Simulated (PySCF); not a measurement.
dimethylacetylene (C4H6), singlet, geometry from GFN2-xTB. Base run: M062X/STO-3G (PySCF).

Geometry (Å):
```xyz
10

C      0.0035     0.0068     2.0472
C      0.0010     0.0020     0.5990
C     -0.0010    -0.0020    -0.5990
C     -0.0035    -0.0068    -2.0472
H     -0.0166     1.0317     2.4179
H     -0.8720    -0.5217     2.4245
H      0.9010    -0.4858     2.4214
H     -0.0249     1.0156    -2.4247
H      0.8927    -0.5019    -2.4212
H     -0.8802    -0.5378    -2.4180
```
Charge 0, spin multiplicity 1.
All else is at PySCF's defaults.
Base energy -154.06504 Eh.

Variants of this job, named by their change:

| change | ΔE vs base (mEh) | SCF cycles |
|---|---|---|
| base | 0.000 | 7 |
| conv_tol = 1e-11 | 0.000 | 9 |
| level_shift = 0.5 (with mf.max_cycle = 100) | 0.000 | 11 |
| level_shift = 1.0 (with mf.max_cycle = 100) | 0.000 | 16 |
| diis_space = 2 | 0.000 | 8 |
| init_guess = atom | 0.000 | 7 |
| diis = off; damp = 0.3 (with mf.diis_start_cycle = 200; with mf.max_cycle = 150) | 0.000 | 11 |
| diis_space = 12 | 0.000 | 7 |
| conv_tol = 1e-4 | 0.001 | 4 |
| init_guess = sap | 0.000 | 6 |
| conv_tol = 1e-7 | 0.000 | 6 |
| level_shift = 0.1 (with mf.max_cycle = 100) | 0.000 | 7 |
| init_guess = huckel | 0.000 | 7 |
